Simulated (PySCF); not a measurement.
SMILES c1(ccc(cc1)[SiH3])[Si](F)(F)F, GFN2-xTB optimised geometry.

```
18

F      0.82    -3.92    -1.02
Si     1.37    -2.82    -0.01
F      1.41    -3.59     1.38
F      2.90    -2.64    -0.39
C      0.41    -1.23    -0.01
C      1.06     0.01     0.00
C      0.34     1.18     0.00
C     -1.05     1.18     0.00
Si    -2.05     2.79     0.00
C     -1.69    -0.05     0.00
C     -0.98    -1.23    -0.01
H      2.14     0.04    -0.01
H      0.87     2.13     0.00
H     -2.90     2.81    -1.19
H     -1.12     3.92    -0.02
H     -2.87     2.83     1.21
H     -2.77    -0.08     0.00
H     -1.51    -2.17    -0.01
```

Density from PySCF 2.14.0 with PBE0/def2-SVP at that geometry.

Minimum of the electron density along straight lines between bonded atoms, close to the bond critical point (lines longer than 1.1 times the sum of covalent radii, or with two minima, are not listed):

```csv
bond,length / Å,ρ at the minimum / e bohr⁻³,∇²ρ there / e bohr⁻⁵,position (fraction from the first atom)
F1–Si2,1.589,0.126,1.20,0.58
Si2–F3,1.590,0.126,1.19,0.42
Si2–F4,1.588,0.126,1.20,0.42
Si2–C5,1.861,0.124,0.33,0.38
C5–C6,1.396,0.303,-0.75,0.50
C6–C7,1.381,0.314,-0.81,0.50
C7–C8,1.391,0.307,-0.77,0.50
C8–Si9,1.890,0.112,0.34,0.62
C8–C10,1.393,0.307,-0.77,0.50
C5–C11,1.397,0.303,-0.75,0.50
C10–C11,1.380,0.314,-0.81,0.50
C6–H12,1.080,0.285,-1.10,0.64
C7–H13,1.081,0.285,-1.09,0.63
Si9–H14,1.465,0.117,0.32,0.49
Si9–H15,1.463,0.118,0.33,0.49
Si9–H16,1.465,0.117,0.32,0.49
C10–H17,1.081,0.284,-1.08,0.63
C11–H18,1.081,0.285,-1.09,0.63
```
